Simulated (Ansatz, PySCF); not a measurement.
Species: sum formula SiN$_{2}$H$_{3}$F$_{2}$, net charge 0, doublet state. It need not be the lowest isomer of its formula. 
Structure (B3LYP-D3(BJ)/def2-TZVP (Ansatz, a program for electronic structure) minimum search):
```xyz
8

Si    -0.0273     0.0048    -0.0060
F      0.4630    -0.4276    -1.4603
F     -0.7319    -1.2916     0.5912
N     -1.2064     1.2584     0.0826
N      1.3337     0.5275     0.8346
H     -1.6403     1.5769    -0.7831
H      1.2774     1.0411     1.6975
H      2.2735     0.2858     0.5704
```
Charge 0, spin multiplicity 2.

Dipole moments at this geometry, in debye (magnitudes).

```csv
level,program,dipole (D)
r2SCANh/def2-TZVPD,Ansatz,2.02
r2SCAN0/def2-TZVPD,Ansatz,2.01
M06-2X/def2-TZVPD,PySCF,(withheld)
wB97M-V/def2-TZVPD,Ansatz,1.97
CCSD(T)/aug-cc-pV(D+d)Z,Ansatz,(withheld)
```

### Question
What belongs in the gaps?

### Answer

- M06-2X/def2-TZVPD, dipole (D): 1.99
- CCSD(T)/aug-cc-pV(D+d)Z, dipole (D): 1.97
